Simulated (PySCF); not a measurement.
`N[SiH](N)S`: 4 charge schemes on one density

Compound: H₆N₂SSi.
Z-matrix (Å and degrees, PBE0-D3(BJ)/def2-SVP geometry), rows numbered from 1:
```
N 
Si  1  1.7205
N   2  1.7158  1  105.96
S   2  2.1644  1  119.64  3   114.38
H   1  1.0136  2  119.27  3   161.06
H   1  1.0147  2  119.41  3   -56.68
H   2  1.4966  1  104.19  3  -128.02
H   3  1.0124  2  121.18  1   166.03
H   3  1.0132  2  119.98  1   -43.52
H   4  1.3500  2   94.22  1    93.01
```

Density: PBE0/pcSseg-1 (PySCF); schemes: Mulliken, IAO, Hirshfeld and ESP-fitted. Geometry: PBE0-D3(BJ)/def2-SVP, one conformer, isolated molecule.

**Question.** For which atoms does the sign change between the 4 schemes (beyond +0.03 e in one, beyond −0.03 e in another)?

**Answer.** For none.

**Question.** Do the Mulliken, IAO, Hirshfeld and ESP-fitted schemes agree on where the charge is lowest?

**Answer.** All schemes pick atoms of one kind: Mulliken N3 (-0.631); IAO N3 (-0.842); Hirshfeld N1 (-0.317); ESP-fitted N1 (-0.880).

**Question.** Which atoms carry the highest charge in the Mulliken, IAO, Hirshfeld and ESP-fitted schemes?

**Answer.** All schemes agree: Mulliken Si2 (+0.850); IAO Si2 (+1.053); Hirshfeld Si2 (+0.377); ESP-fitted Si2 (+0.581).

**Question.** Tabulate the Mulliken, IAO, Hirshfeld and ESP-fitted charges.

**Answer.** In e:

| atom | environment | Mulliken | IAO | Hirshfeld | ESP-fitted |
| --- | --- | --- | --- | --- | --- |
| N1 | silicon-bound nitrogen | -0.622 | -0.839 | -0.317 | -0.880 |
| Si2 | SiH silicon | +0.850 | +1.053 | +0.377 | +0.581 |
| N3 | silicon-bound nitrogen | -0.631 | -0.842 | -0.316 | -0.688 |
| S4 | sulfur bonded to Si and H | -0.425 | -0.367 | -0.177 | -0.404 |
| H5 | N–H hydrogen | +0.202 | +0.265 | +0.119 | +0.354 |
| H6 | N–H hydrogen | +0.201 | +0.265 | +0.119 | +0.362 |
| H7 | Si–H hydrogen | -0.127 | -0.175 | -0.096 | -0.115 |
| H8 | N–H hydrogen | +0.206 | +0.271 | +0.117 | +0.294 |
| H9 | N–H hydrogen | +0.201 | +0.268 | +0.121 | +0.304 |
| H10 | S–H hydrogen | +0.144 | +0.100 | +0.051 | +0.192 |

Mean size of the charges over all atoms: IAO 0.444 e, ESP-fitted 0.417 e, Mulliken 0.361 e, Hirshfeld 0.181 e. Each set sums to the total charge, 0, to within 0.001 e. The ESP scheme is a least-squares fit of atom-centred charges to the potential on four shells outside the van der Waals surface, with the total charge fixed.

**Question.** How closely do the schemes follow one another over all atoms?

**Answer.** Correlation coefficient and root-mean-square difference: IAO with Hirshfeld 1.00, 0.337 e; Mulliken with Hirshfeld 0.99, 0.227 e; Mulliken with IAO 0.99, 0.125 e; Hirshfeld with ESP-fitted 0.97, 0.273 e; IAO with ESP-fitted 0.96, 0.168 e; Mulliken with ESP-fitted 0.95, 0.146 e.

**Question.** How many electrons does the Mulliken scheme count on Si2?

**Answer.** Z − q = 14 − (+0.850) = 13.150.

**Question.** Sum the charges by element, for elements with more than one atom.

**Answer.** 
```json
{"element": "N", "atoms": "2", "Mulliken": "-1.253", "IAO": "-1.680", "Hirshfeld": "-0.633", "ESP-fitted": "-1.568"}
{"element": "H", "atoms": "6", "Mulliken": "+0.827", "IAO": "+0.994", "Hirshfeld": "+0.432", "ESP-fitted": "+1.391"}
```

The run behind these numbers computed NMR shieldings as well. On one thread of an Arm Neoverse N1, shared host with 64 logical CPUs at a one-minute load of 56, this took 13 s and 0.52 GiB of memory at its peak.
